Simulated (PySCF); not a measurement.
Al(Me)3(OH2), C₃H₁₁AlO, singlet, GFN2-xTB optimised geometry.

```
16

Al    -0.20     0.03     0.00
C     -1.11    -1.58    -0.79
H     -1.10    -1.54    -1.88
H     -2.17    -1.68    -0.51
H     -0.64    -2.53    -0.53
C     -1.22     1.76     0.00
H     -2.26     1.66     0.31
H     -1.25     2.19    -1.01
H     -0.77     2.53     0.63
C      1.81     0.03     0.00
H      2.26    -0.94     0.25
H      2.26     0.77     0.68
H      2.20     0.27    -0.99
O     -0.40    -0.36     1.92
H      0.20    -0.97     2.36
H     -1.22    -0.25     2.41
```

Density from PBE0/def2-TZVP (PySCF) at that geometry.

Minimum of the electron density along straight lines between bonded atoms, close to the bond critical point (lines longer than 1.1 times the sum of covalent radii, or with two minima, are not listed):

```tsv
bond	length / Å	ρ at the minimum / e bohr⁻³	∇²ρ there / e bohr⁻⁵	position (fraction from the first atom)
Al1–C2	2.011	0.078	0.23	0.40
C2–H3	1.093	0.267	-0.86	0.63
C2–H4	1.096	0.265	-0.85	0.63
C2–H5	1.096	0.265	-0.85	0.63
Al1–C6	2.007	0.079	0.22	0.40
C6–H7	1.096	0.265	-0.85	0.63
C6–H8	1.094	0.267	-0.86	0.63
C6–H9	1.095	0.266	-0.86	0.63
Al1–C10	2.009	0.078	0.22	0.40
C10–H11	1.096	0.265	-0.85	0.63
C10–H12	1.095	0.266	-0.86	0.63
C10–H13	1.094	0.267	-0.86	0.63
Al1–O14	1.971	___	0.31	0.42
O14–H15	0.961	0.356	-2.52	0.82
O14–H16	0.961	0.356	-2.52	0.82
```

Problem. Some entries are withheld; supply them.

Solution. 
- Al1–O14, ρ at the minimum / e bohr⁻³: 0.048
